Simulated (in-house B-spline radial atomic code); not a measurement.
**Tb⁵⁺: [Kr] 4d10 (4f5/2)2 (4f7/2)5 5s2 (5p3/2)4 (9p1/2)1 (an excited or competing configuration)**

Level of theory: Dirac-Hartree-Fock, average of the jj configuration, Fermi nucleus of rms radius 5.06 fm; calculated with a B-spline radial code for spherical atoms.

Z_r = [3n² - l(l+1)]/(2<r>); Z_e = n√(-2ε); the last column is Slater's effective charge. Values are occupation-weighted means over j. An effective charge above Z reflects the relativistic contraction of the inner shells.

```
shell  electrons   ε (eV)  <r> (bohr)    Z_r    Z_e  Slater
   1s          2   -52393      0.0215  69.76  62.05   64.70
   2s          2  -8878.8     0.09088  66.02  51.09   60.85
   2p          6  -7921.9     0.08059  62.04  48.26   60.85
   3s          2  -2090.8      0.2381  56.69  37.19   53.75
   3p          6  -1786.7      0.2368  52.78  34.38   53.75
   3d         10  -1375.6      0.2163  48.55  30.17   43.85
   4s          2  -508.67      0.5398  44.46  24.46   37.25
   4p          6   -404.7      0.5701  40.34  21.82   37.25
   4d         10  -255.61       0.618  33.98  17.34   25.85
   5s          2  -131.13       1.252  29.94  15.52   14.00
   5p          4   -100.3       1.416  25.77  13.58   14.00
   4f          7  -98.424      0.7449  24.16  10.76   16.90
   9p          1  -11.462       10.58  11.39   8.26    6.00
```

The least bound orbital is 9p1/2 at -11.46 eV, and it is also the most diffuse (<r> = 10.58 bohr).

For the 1s electron the small component carries 5.88 % of the norm, the zero-frequency Breit interaction raises the level by 158.7 eV, self-energy by 95.39 eV, and vacuum polarisation lowers it by 15.78 eV.
